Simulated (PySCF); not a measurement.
Compound: C6H9FS2Si.
Atom-mapped SMILES: `[CH3:1][C:2](=[S:3])[C@@H:4]1[CH2:5][Si@H:6]([F:7])[CH2:8][C:9]1=[S:10]`

NICS = −σ at a ghost point: NICS(0) at the centroid of the ring atoms, NICS(1) 1 Å to either side along the normal of their mean plane, zz for the tensor component along that normal. Level: GIAO PBE0/pcSseg-1 (PySCF, non-relativistic, gas phase) on the GFN2-xTB geometry, one conformer.

Ring bond lengths (Å), with Mayer bond orders in brackets: C4–C5 1.539 (1.00), C5–Si6 1.901 (0.90), Si6–C8 1.906 (0.85), C8–C9 1.475 (1.01), C9–C4 1.518 (0.92).

Q: What do the NICS probes read (ppm)?

A: 
| ring | type | NICS(0) | NICS(1), two faces | NICS(1)zz, two faces | rms pucker (Å) | centre to ring atoms, mean (Å) |
| --- | --- | --- | --- | --- | --- | --- |
| C4–C5–Si6–C8–C9 | 5-membered ring with Si; formal bonds all single | 1.1 | -4.7 / 0.4 | -5.8 / 3.0 | 0.17 | 1.40 |

Q: What can be read from them?

A: 
- C4–C5–Si6–C8–C9: mean NICS(1)zz -1.4 ppm, near zero. C4, C5, Si6, C8 have four or more neighbours, so the value isn't read as a sign of a π ring current. The two faces differ by 8.8 ppm, so no symmetry operation interchanges them.

Q: What field does 9.4 T along the ring normal induce along that normal at the second NICS(1) probe listed for ring C4–C5–Si6–C8–C9, 1 Å off the ring?

A: NICSzz × B0 = 3.0 ppm × 9.4 T = 28 μT, along the applied field.

Q: Give the inner angles of the rings and the Hirshfeld charges of the ring atoms.

A: 
- C4–C5–Si6–C8–C9: C4 110.4° (-0.036 e), C5 107.3° (-0.171 e), Si6 92.0° (+0.462 e), C8 103.2° (-0.172 e), C9 113.6° (+0.053 e); sum 526.5° against 540° for a flat convex ring.

Q: How shielded are the nuclei of the rings and their hydrogens (means over atoms taken as equivalent)?

A: 
```
   atoms                  environment  σ isotropic (ppm)  principal values of the symmetric part, first atom (ppm)
      C4                sp3 CH carbon              102.5                                        58.0, 109.6, 139.9
      C5  sp3 carbon bound to silicon              159.0                                       145.0, 148.9, 183.0
     Si6       fluorine-bound silicon              328.7                                       277.2, 320.6, 388.2
      C8  sp3 carbon bound to silicon              141.3                                       105.6, 144.4, 174.0
      C9          thiocarbonyl carbon              -81.7                                     -246.0, -119.9, 120.9
 H on C4             methine hydrogen              26.36                                          22.1, 26.7, 30.2
 H on C5           methylene hydrogen              28.63                                          25.3, 28.1, 32.5
 H on C5           methylene hydrogen              30.06                                          24.5, 28.7, 37.0
H on Si6                Si–H hydrogen              26.37                                          22.6, 24.7, 31.8
 H on C8           methylene hydrogen              27.81                                          24.4, 28.3, 30.8
 H on C8           methylene hydrogen              28.57                                          24.7, 28.7, 32.3
```
